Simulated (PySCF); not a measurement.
**PrH₂⁺, triplet: data card**

Level of theory: UPBE0 in PySCF with Pr def2-TZVP with ECP28, H def2-TZVP; scalar-relativistic core potentials, no spin–orbit coupling; density-fitted integrals.

The structure is a minimum.

```
Point group                                                                   : C2v
Bond lengths                                                                  : Pr–H 1.936 Å (×2)
Bond angles                                                                   : H–Pr–H 107.1°
Principal quadrupole moments (Buckingham, traceless) about the centre of mass : -7.91, -0.37, 8.28 D Å
Rotational symmetry number                                                    : 2
Dipole moment about the centre of mass                                        : 4.04 D
Zero-point energy                                                             : 21.9 kJ/mol
Highest occupied level (α)                                                    : -12.59 eV
Heat capacity Cp at 298.15 K                                                  : 39.0 J/(mol K)
Entropy at 298.15 K and 1 bar (electronic part: spin only)                    : 244.5 J/(mol K)
Principal polarisabilities                                                    : 18.9, 35.7, 53.8 bohr³
Spin squared ⟨S²⟩                                                             : 2.023
Lowest empty level (α)                                                        : -8.38 eV
Enthalpy at 298.15 K above 0 K                                                : 10.54 kJ/mol
Rotational constants                                                          : 6.408, 3.452, 2.243 cm⁻¹
```

Harmonic modes (masses in u: Pr 140.908, H 1.008):
```
symmetry  ω (cm⁻¹)  IR (km/mol)     type
      a1       492         85.3     bend
      b2      1565          607  stretch
      a1      1611          195  stretch
```

In C2v the vibrations span 2a1 + b2. Here b1 is antisymmetric to the molecular plane and b2 lies in it.

Charges (e):
```json
{"atom": "Pr1", "Mulliken": "1.21", "Löwdin": "1.23", "polar tensor": "1.85", "spin (Mulliken)": "2.08", "Mayer order to Pr1": "–"}
{"atom": "H2,3", "Mulliken": "-0.11", "Löwdin": "-0.12", "polar tensor": "-0.42", "spin (Mulliken)": "-0.04", "Mayer order to Pr1": "0.98"}
```

Mulliken populations on Pr1 (electrons outside its core potential): s 4.35, p 12.08, d 11.12, f 2.23.

Formally Pr is in oxidation state +3, with 2 electrons left for the f, d and s shells; the Mulliken f population is 2.23 and the spin on Pr 2.08.

This need not be the most stable arrangement of these atoms. With open d or f shells other occupations or spin states may lie lower. The pruned grid is coarse for the open f shell: energies are uncertain by about 2 kJ/mol and soft modes are noisy. With an element this heavy the missing spin–orbit coupling can shift these numbers.

The final relaxation and frequency run took about 2 core-minutes on a shared host.
